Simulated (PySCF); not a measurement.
# Field gradients at the hydrogen positions

C₇H₁₃P.
Structure used (GFN2-xTB), in Å, numbered top down from 1:
```
atom  x, y, z in Å
C1     3.433    0.162   -0.153
C2     2.395    0.903    0.193
C3     1.059    0.830   -0.456
P4    -0.200    0.105    0.732
C5     0.383   -1.649    0.677
C6    -1.576   -0.049   -0.478
C7    -2.575    1.068   -0.562
C8    -2.969   -0.234    0.051
H9     3.377   -0.544   -0.967
H10    4.380    0.230    0.354
H11    2.475    1.601    1.016
H12    0.704    1.833   -0.708
H13    1.094    0.222   -1.364
H14   -0.318   -2.274    1.227
H15    0.459   -2.005   -0.351
H16    1.359   -1.712    1.156
H17   -1.324   -0.563   -1.402
H18   -2.443    1.916    0.094
H19   -2.975    1.326   -1.531
H20   -3.104   -0.269    1.122
H21   -3.641   -0.880   -0.494
```

Level: PBE0/pcSseg-1 (PySCF, non-relativistic); Q(2H) = 0.00286 b; rigid geometry, the same for H and D, with no vibrational averaging.

Question: Rank these positions by the coupling χzz of a deuteron there, largest first.
A. H9 (vinylic hydrogen)
B. H18 (methylene hydrogen)
C. H13 (methylene hydrogen)
D. H14 (methyl hydrogen)

Answer: A (225 kHz), B (221 kHz), D (214 kHz), C (204 kHz).

Question: What are Vzz, η and χzz (234.96 MHz × Q × Vzz) at all hydrogens?

Answer: 
| atom | bonded to | bond length (Å) | Vzz (au) | η | χzz (kHz) |
| --- | --- | --- | --- | --- | --- |
| H9 | C1 | 1.078 | 0.3356 | 0.06 | 225 |
| H10 | C1 | 1.077 | 0.3392 | 0.05 | 228 |
| H11 | C2 | 1.082 | 0.3231 | 0.05 | 217 |
| H12 | C3 | 1.094 | 0.3045 | 0.01 | 205 |
| H13 | C3 | 1.094 | 0.3037 | 0.03 | 204 |
| H14 | C5 | 1.088 | 0.3178 | 0.01 | 214 |
| H15 | C5 | 1.090 | 0.3146 | 0.01 | 211 |
| H16 | C5 | 1.089 | 0.3141 | 0.01 | 211 |
| H17 | C6 | 1.087 | 0.3191 | 0.08 | 214 |
| H18 | C7 | 1.080 | 0.3291 | 0.07 | 221 |
| H19 | C7 | 1.080 | 0.3319 | 0.07 | 223 |
| H20 | C8 | 1.080 | 0.3290 | 0.07 | 221 |
| H21 | C8 | 1.080 | 0.3319 | 0.07 | 223 |

Question: How does χzz go with the bond length over the 13 C–H bonds?

Answer: A straight-line fit has a slope of -12.8 kHz for each 0.01 Å, with a correlation coefficient of -0.99, over lengths from 1.077 to 1.094 Å. The longer bonds have the smaller couplings here.

Question: A static deuteron (I = 1) shows a doublet split by (3/2)χ, (3/4)χ(1 + η) and (3/4)χ(1 − η) with the field along z, y and x of the gradient. What are these for H19?

Answer: With |χ| = 223.0 kHz and η = 0.070: 335, 179 and 156 kHz, to first order and without motion.

The structure is a single GFN2-xTB conformer in the gas phase; no vibrational or solvent corrections. GFN2-xTB bond lengths can be off by several hundredths of an ångström, more for odd bonds, and the gradients follow them. The small basis limits the accuracy of the gradients.
